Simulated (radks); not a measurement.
The numbers below are computed, except where a source is named.
Cr+, configuration [Ar] 3d5 (the NIST ground configuration). Level of theory: Dirac Kohn-Sham, PBE, spin-unpolarised, spherical densities, point nucleus; open shells are shared between the two j in proportion to 2j + 1; speed of light set to 116.481 atomic units (0.85 times the physical value, a model run) (a radial shooting solver on a logarithmic mesh with Libxc functionals).

Radial electron density D(r) = 4 pi r^2 rho(r):

```
   r/bohr * D(r) (the largest magnitude, 31.5, reaches the edge; | marks zero)
 0.007303 |       *
 0.009662 |            *
  0.01268 |                  *
  0.01678 |                          *
   0.0222 |                                   *
  0.02914 |                                            *
  0.03856 |                                                 *
  0.05102 |                                                 *
  0.06697 |                                           *
  0.08861 |                                      *
   0.1172 |                                       *
   0.1539 |                                                *
   0.2036 |                                                      *
   0.2694 |                                              *
   0.3536 |                            *
   0.4679 |                 *
   0.6191 |                    *
   0.8126 |                      *
    1.075 |                 *
    1.423 |        *
    1.867 |   *
    2.471 |*
    3.269 *
    4.291 *
    5.677 *
    7.512 *
```

D(r) has 3 maxima, at r = 0.0438, 0.204, 0.781 bohr, and minima at 0.0983, 0.499 bohr, inside which lie 2.14, 10.57 electrons.
